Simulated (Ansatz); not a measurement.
Cl₃HOSi (`O[Si](Cl)(Cl)Cl`). The species carries charge 0 and has multiplicity 1.

```tsv
atom	x (Å)	y (Å)	z (Å)
O1	1.251	0.492	0.120
Si2	-0.199	-0.219	0.068
Cl3	-1.638	0.982	0.852
Cl4	-0.734	-0.663	-1.841
Cl5	-0.051	-1.912	1.153
H6	1.371	1.320	-0.351
```

(1) Give the diagnostics of a CCSD(T)/def2-TZVPP run (frozen core, Ansatz 0.2.0). (Estimate.)

## Answers

(1) Ansatz gave: T1 = 0.0094, largest single amplitude 0.018, largest double 0.018, (T) share of the correlation energy 4.0 %, 8 CCSD cycles. The RHF solution is stable towards an unrestricted one. T1 lies under the customary mark of 0.02 for closed shells.
